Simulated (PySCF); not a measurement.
HO3W, SMILES [O]=[W](=[O])[OH] (connectivity only; charge and spin as stated), neutral, multiplicity 2.

Geometry: PBE0-D3(BJ)/def2-SVP. A frequency run showed that this geometry is not a minimum. The spin state was assumed, not searched. The isomer is the one that the SMILES or the coordinates give; other isomers of the formula were not compared. The def2 effective core potentials stand for the cores of W; spin–orbit coupling is left out. Other conformers were not sampled.

Level of theory: TDA-CAM-B3LYP/def2-SVPD run with PySCF 2.14.0.

Vertical excitations. Gas-phase values at a fixed geometry.

```tsv
state	energy (eV)	λ (nm)	f	main pairs
root 1	2.56	483	0.003	α HOMO→LUMO 97 %
root 2	3.29	377	0.000	α HOMO→LUMO+1 97 %
root 3	3.36	369	0.001	β HOMO→LUMO 99 %
root 4	4.19	296	0.002	β HOMO−1→LUMO 96 %
root 5	4.29	289	0.008	β HOMO−2→LUMO 96 %
root 6	4.43	280	0.000	α HOMO−1→LUMO 88 %, β HOMO→LUMO+1 5 %
root 7	4.59	270	0.000	α HOMO−1→LUMO+1 78 %, β HOMO→LUMO+2 14 %
root 8	4.69	265	0.001	β HOMO−3→LUMO 97 %
root 9	4.92	252	0.000	α HOMO−1→LUMO 6 %, β HOMO→LUMO+1 90 %
root 10	4.95	250	0.002	α HOMO−2→LUMO 49 %, α HOMO−5→LUMO+1 8 %, β HOMO−2→LUMO+1 28 %, β HOMO−4→LUMO+2 9 %
```
Unrestricted roots are not spin-pure.
